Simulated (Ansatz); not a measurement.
**Worked example: BOF + SiH(SiH3)2 → BO + SiH(SiH3)2F**

Gas-phase species: BOF (fluoro(oxo)borane) `O=BF`, singlet; SiH(SiH3)2, doublet; BO, doublet; SiH(SiH3)2F, singlet. A radical takes F: the energy is the difference in strength between the B–F bond broken and the Si–F bond made.

Shapes, held fixed at every level: PBE0-D4/def2-TZVP. Programs: Ansatz 0.2.0. The zero-point and thermal change to 298 K, harmonic and unscaled (PBE0-D4/def2-TZVP), is -2.2 kJ/mol.

At CCSD(T)/CBS estimate; 1 Eh = 2625.50 kJ/mol:

```
    species  energy (Eh)
        BOF  -199.846820
 SiH(SiH3)2  -871.381221
         BO   -99.918460
SiH(SiH3)2F  -971.280160
```

Work out ΔH(298 K) of the reaction at this level.


1. Products less reactants: (-99.918460) + (-971.280160) − [(-199.846820) + (-871.381221)] = 0.029421 Eh = +77.2 kJ/mol.
2. With the thermal change: +77.2 + (-2.2) = +75.0 kJ/mol.

Other levels give +63.8 (HF/def2-TZVPP) to +106.6 kJ/mol (SPW92/def2-TZVPP). No measured value is set beside it here. Spin contamination: BO (⟨S²⟩ up to 0.80). Open shells run unrestricted. The CBS estimate extrapolates MP2 from def2-TZVPP and def2-QZVPP and adds CCSD(T) − MP2 in the triple-zeta set, cores frozen. CCSD(T)/CBS estimate lies outside the range of the other correlated levels here, so it shouldn't be taken on trust. The median of the other correlated levels is +92.9 kJ/mol.
